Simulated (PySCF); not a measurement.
Excitations are Tamm–Dancoff values on a coarser integration grid. The basis has no diffuse functions, so Rydberg states are missing or too high.

Z-matrix (Å, degrees):
```
Si
N 1 1.7010
H 2 1.0075 1 120.29
H 2 1.0075 3 111.13 1 148.41
H 1 1.4781 2 108.43 3 -168.94
H 1 1.4781 5 113.31 2 -120.42
Cl 1 2.0715 5 105.80 6 -115.46
```
Charge 0, multiplicity 1.

**Question.** What total energy, dipole moment, T1 excitation (TDA), brightest of the four lowest singlets (TDA), S1–T1 gap (TDA), HOMO–LUMO gap, LUMO and HOMO does PBE0-D4/def2-TZVP (PySCF) give?

**Answer.** 
The total energy is -806.6427 Ha. The dipole moment is 2.01 D and the T1 excitation (TDA) is 6.48 eV. The brightest of the four lowest singlets (TDA) comes out as 8.04 eV and the S1–T1 gap (TDA) comes out as 0.50 eV. The HOMO–LUMO gap is 8.44 eV and the LUMO is 0.40 eV. The HOMO is -8.05 eV.
